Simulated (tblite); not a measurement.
C5H4O2 (charge +1 and doublet state).
SMILES with atom numbers: `[O:1]=[CH:2][C+:3]1[CH:4][CH:5]=[CH:6][O:7]1` (hydrogens: H8 on C2; H9 on C4; H10 on C5; H11 on C6)
Bond orders are those of one Lewis drawing.

Computed with GFN2-xTB (tblite), gas phase: L-BFGS steps from a force-field or distance-geometry start until the largest atomic force falls under 0.01 eV/Å.

Step 24: E = -552.6507 eV
```
atom  x, y, z in Å  |  force x, y, z in eV/Å
O1     -2.8337   -0.6861    0.3684   -0.004   0.007  -0.062
C2     -2.0476    0.0684   -0.1006   -0.008  -0.109   0.019
C3     -0.6042    0.0222   -0.0872   -0.030  -0.011   0.042
C4      0.2771   -0.8038    0.6189   -0.050  -0.001   0.006
C5      1.5464   -0.3540    0.2767    0.047  -0.010  -0.031
C6      1.3615    0.7702   -0.5365    0.011  -0.009  -0.036
O7      0.0886    0.9934   -0.7371    0.015   0.112  -0.051
H8     -2.3740    1.0293   -0.5868   -0.023   0.026   0.070
H9      0.0241   -1.6512    1.2257   -0.073  -0.004   0.027
H10     2.4833   -0.8111    0.5242    0.090  -0.043   0.077
H11     2.0839    1.4252   -0.9917    0.026   0.041  -0.061
```

Step 25: E = -552.6524 eV
```
atom  x, y, z in Å  |  force x, y, z in eV/Å
O1     -2.8379   -0.6915    0.3536    0.009   0.015  -0.054
C2     -2.0467    0.0669   -0.1001   -0.037  -0.124   0.009
C3     -0.6045    0.0215   -0.0885   -0.037  -0.035   0.072
C4      0.2782   -0.8020    0.6202   -0.059  -0.014   0.001
C5      1.5472   -0.3549    0.2735    0.030  -0.001  -0.005
C6      1.3581    0.7680   -0.5402    0.058  -0.011  -0.027
O7      0.0856    0.9929   -0.7405    0.046   0.066  -0.021
H8     -2.3677    1.0360   -0.5728   -0.040   0.042   0.062
H9      0.0271   -1.6459    1.2332   -0.079   0.000   0.013
H10     2.4845   -0.8112    0.5264    0.052  -0.015   0.050
H11     2.0815    1.4227   -0.9908    0.056   0.077  -0.100
```

Step 26: E = -552.6541 eV
```
atom  x, y, z in Å  |  force x, y, z in eV/Å
O1     -2.8398   -0.6987    0.3399   -0.013  -0.016  -0.026
C2     -2.0464    0.0650   -0.0992   -0.026  -0.084  -0.021
C3     -0.6049    0.0233   -0.0888   -0.026  -0.042   0.057
C4      0.2780   -0.8002    0.6196   -0.034  -0.020   0.017
C5      1.5481   -0.3565    0.2699    0.009   0.005   0.023
C6      1.3566    0.7656   -0.5450    0.105  -0.003  -0.014
O7      0.0846    0.9943   -0.7443    0.061  -0.006   0.032
H8     -2.3665    1.0412   -0.5578   -0.046   0.052   0.055
H9      0.0274   -1.6400    1.2397   -0.079   0.013  -0.012
H10     2.4859   -0.8117    0.5310   -0.006   0.017   0.010
H11     2.0826    1.4203   -0.9910    0.055   0.084  -0.120
```

Step 27: E = -552.6559 eV
```
atom  x, y, z in Å  |  force x, y, z in eV/Å
O1     -2.8457   -0.7058    0.3223    0.007  -0.022  -0.025
C2     -2.0466    0.0610   -0.0999   -0.054  -0.017  -0.026
C3     -0.6058    0.0223   -0.0888    0.012  -0.017   0.034
C4      0.2781   -0.7985    0.6213    0.011  -0.014   0.002
C5      1.5496   -0.3577    0.2671   -0.019   0.011   0.050
C6      1.3562    0.7632   -0.5501    0.109   0.001   0.004
O7      0.0837    0.9943   -0.7474    0.071  -0.087   0.074
H8     -2.3636    1.0498   -0.5393   -0.036   0.015   0.058
H9      0.0282   -1.6340    1.2481   -0.075   0.018  -0.028
H10     2.4884   -0.8118    0.5346   -0.064   0.045  -0.023
H11     2.0829    1.4198   -0.9939    0.037   0.066  -0.121
```

Q: Estimate the geometry and energy of step 28. (The exact step hangs on the optimiser's Hessian estimate; all steps are aligned on step 27, rigid shifts and turns removed.)

A: E = -552.6579 eV, largest force 0.169 eV/Å
```
atom  x, y, z in Å  |  force x, y, z in eV/Å
O1     -2.8465   -0.7162    0.3068   -0.029  -0.080   0.005
C2     -2.0477    0.0578   -0.0995    0.001   0.076  -0.051
C3     -0.6062    0.0256   -0.0877    0.038   0.005  -0.033
C4      0.2771   -0.7969    0.6198    0.055  -0.002   0.032
C5      1.5503   -0.3596    0.2637   -0.024   0.019   0.073
C6      1.3596    0.7604   -0.5563    0.092   0.017   0.028
O7      0.0863    0.9956   -0.7501    0.054  -0.127   0.098
H8     -2.3686    1.0548   -0.5192   -0.021   0.009   0.047
H9      0.0241   -1.6265    1.2538   -0.061   0.016  -0.046
H10     2.4886   -0.8112    0.5412   -0.092   0.049  -0.054
H11     2.0885    1.4187   -0.9986   -0.013   0.016  -0.102
```

The energy changes by -0.0020 eV. The first-order estimate −F·Δx gives -0.0029 eV and the mean of the old and new forces, exact on a quadratic surface, -0.0020 eV. The step makes an angle of 72° with the force vector and moves no atom by more than 0.021 Å.

The cost below is that of the whole relaxation. Hardware: an Arm Neoverse V1 with one thread, shared host with 32 logical CPUs at a one-minute load of 29. Cost: 0.21 s wall.
